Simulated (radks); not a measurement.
The mean radii <r> (bohr) of the occupied orbitals of an atom or ion are listed with their occupations. Calculated with a radial shooting solver on a logarithmic mesh with Libxc functionals: Dirac Kohn-Sham, exchange-only PBE, spin-unpolarised, spherical densities, finite nucleus; Fermi nuclear charge, rms radius of each element as measured or else 0.836 A^(1/3) + 0.57 fm.

orbital  occ.      <r>
1s1/2       2  0.01606
2s1/2       2  0.06691
2p1/2       2  0.05486
2p3/2       4  0.06377
3s1/2       2   0.1739
3p1/2       2   0.1643
3p3/2       4   0.1805
3d3/2       4   0.1567
3d5/2       6   0.1617
4s1/2       2   0.3824
4p1/2       2   0.3831
4p3/2       4   0.4165
4d3/2       4   0.4189
4d5/2       6   0.4293
4f5/2       6   0.4315
4f7/2       8   0.4366
5s1/2       2   0.7777

Name the element and its charge. Open shells, if any, fill j = l - 1/2 first.

Answer. Z = 82, lead, charge +20: Pb20+ in [Kr] 4d10 4f14 5s2. The 1s radius gives Z: for a bare nucleus <r> = (2 gamma + 1)/(2Z) with gamma = sqrt(1 - (Z/c)^2), 0.01587 bohr for Z = 82, and screening makes it slightly larger (0.01606 here). The occupations add up to 62, and the charge is Z minus that.
